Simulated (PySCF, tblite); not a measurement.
Species: C4HF3S3.
SMILES: `FC(F)(F)C1=CSC(=S)S1`

The calculation used CAM-B3LYP/def2-SVPD in PySCF (dipole) on a GFN2-xTB geometry, gas phase.

Masses are those of the commonest isotopes; rigid-rotor values at the optimised geometry. 

(1) Give the principal moments of inertia and the rotational constants in cm⁻¹.

(2) Classify the top.

(3) What does the inertial defect say?

(4) Give the other two planar moments, Paa and Pbb, and the rms extents of the mass along the axes.

(5) Where do the levels up to J = 3 lie, in cm⁻¹?

(6) Which types of transition are allowed, and where do some lines up to J = 3 fall?

(7) Estimate the classical rotational partition function at 100 K, 200 K and 500 K.

Results:

(1) Ia = 259.79, Ib = 997.91, Ic = 1169.98 u·Å²; 505379 MHz·u·Å²/I gives 1945, 506.4 and 432.0 MHz, that is A = 0.06489, B = 0.01689, C = 0.01441 cm⁻¹.

(2) A near-prolate asymmetric top: κ = (2 × 506.4 − 1945 − 432.0)/(1945 − 432.0) = -0.90.

(3) Not planar: Δ = Ic − Ia − Ib = -87.72 u·Å². For a rigid frame Δ = −2 Σ m c², so Σ m c² = 43.86 u·Å² lies off the ab plane: 0.00 from hydrogen and 43.86 from heavier atoms. The atom farthest from that plane is 1.07 Å away.

(4) Paa = Σ m a² = (Ib + Ic − Ia)/2 = 954.05 and Pbb = Σ m b² = (Ia + Ic − Ib)/2 = 215.93 u·Å². With the mass M = 201.92 u, the rms extents √(P/M) along a, b and c are 2.17, 1.03, 0.47 Å.

(5) Above 0(0,0):
J = 1: 1(0,1) 0.0313, 1(1,1) 0.0793, 1(1,0) 0.0818
J = 2: 2(0,2) 0.0938, 2(1,2) 0.1394, 2(1,1) 0.1469, 2(2,1) 0.2909, 2(2,0) 0.2910
J = 3: 3(0,3) 0.1873, 3(1,3) 0.2295, 3(1,2) 0.2444, 3(2,2) 0.3848, 3(2,1) 0.3852, 3(3,1) 0.6310, 3(3,0) 0.6310
Those of J = 1 are B + C, A + C and A + B.

(6) The dipole components are |μa| = 1.09 D, |μb| = 2.19 D, |μc| = 0.00 D; the mirror of this Cs structure is the ab plane, so μc vanishes by symmetry and there are no c-type lines. The squared components, which scale the intensities, stand as 0.25 : 1.00 (a : b). Some lines, for components of 0.1 D or more:

| type | branch | J(Ka,Kc) | MHz | lower level (cm⁻¹) |
| --- | --- | --- | --- | --- |
| a | Q | 3(1,2) ← 3(1,3) | 447 | 0.230 |
| b | R | 3(0,3) ← 2(1,2) | 1437 | 0.139 |
| b | Q | 1(1,0) ← 1(0,1) | 1513 | 0.031 |
| b | Q | 2(1,1) ← 2(0,2) | 1591 | 0.094 |
| b | Q | 3(1,2) ← 3(0,3) | 1712 | 0.187 |
| a | R | 2(1,2) ← 1(1,1) | 1802 | 0.079 |
| a | R | 2(0,2) ← 1(0,1) | 1874 | 0.031 |
| b | R | 1(1,1) ← 0(0,0) | 2377 | 0.000 |
| a | R | 3(1,3) ← 2(1,2) | 2702 | 0.139 |
| a | R | 3(1,2) ← 2(1,1) | 2925 | 0.147 |
| b | R | 3(1,3) ← 2(0,2) | 4069 | 0.094 |
| b | Q | 3(2,1) ← 3(1,2) | 4221 | 0.244 |
| b | Q | 2(2,0) ← 2(1,1) | 4319 | 0.147 |
| b | Q | 2(2,1) ← 2(1,2) | 4540 | 0.139 |
| b | Q | 3(2,2) ← 3(1,3) | 4654 | 0.230 |
| b | R | 3(2,1) ← 2(1,2) | 7369 | 0.139 |
| b | R | 3(3,1) ← 2(2,0) | 10195 | 0.291 |
| b | R | 3(3,0) ← 2(2,1) | 10198 | 0.291 |

(7) Point group Cs, symmetry number σ = 1; q = (√π/σ)·√((kT/h)³/(ABC)), k/h = 20836.6 MHz/K: 258000 at 100 K, 731000 at 200 K, 2890000 at 500 K.

Its GFN2-xTB frequencies are all real (lowest 16 cm⁻¹). These are rigid-rotor constants of the computed structure; measured ground-state constants (B0) also hold zero-point vibration.

Conformer computed: `[F:1][C:2]([F:3])([F:4])[c:5]1[cH:6][s:7][c:8](=[S:9])[s:10]1`: F1–C2–C5–C6 -120°.
